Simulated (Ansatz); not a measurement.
This geometry of C$_{2}$H$_{3}$AlFN (8 atoms, charge 0, multiplicity 1) is a first-order saddle point.

All numbers below come from RKS PBE0-D4/6-31G* (Ansatz 0.2.0).

```xyz
8
Properties=species:S:1:pos:R:3
C -0.857 2.307 -0.724
C -0.258 1.321 -0.337
Al 0.661 -0.221 0.269
N -0.086 -1.839 0.274
F 2.208 0.043 0.792
H -1.381 3.174 -1.065
H 0.182 -2.550 -0.395
H -0.377 -2.292 1.130
```

(1) Which two structures does it join? (They come from a converged band through this point; their orientation in space is the band's.)

(2) How far does it lie above each of them?

Results:

(1) No bond is made or broken. The dihedral F5–Al3–N4–H8 goes from 180 to 0°. The two ends are copies of one structure, up to a mirror image or an exchange of like atoms.

Image 0:

```xyz
8
Properties=species:S:1:pos:R:3
C -0.932 2.340 -0.038
C -0.253 1.330 -0.029
Al 0.789 -0.253 -0.019
N 0.029 -1.842 0.035
F 2.438 -0.154 -0.062
H -1.524 3.230 -0.047
H 0.518 -2.725 0.041
H -0.971 -1.983 0.064
```

Image 8:

```xyz
8
Properties=species:S:1:pos:R:3
C -0.933 2.341 -0.044
C -0.258 1.329 -0.034
Al 0.786 -0.252 -0.019
N 0.030 -1.844 0.038
F 2.435 -0.149 -0.058
H -1.523 3.233 -0.052
H -0.969 -1.990 0.064
H 0.524 -2.724 0.049
```

(2) 0.34 eV above the first and 0.34 eV above the second. This is the barrier of this one path; another mechanism may lie lower.

Run time: 2.8 min on 1 thread of Intel(R) Xeon(R) Platinum 8559C (Emerald Rapids) (shared host), peak memory 0.2 GiB.
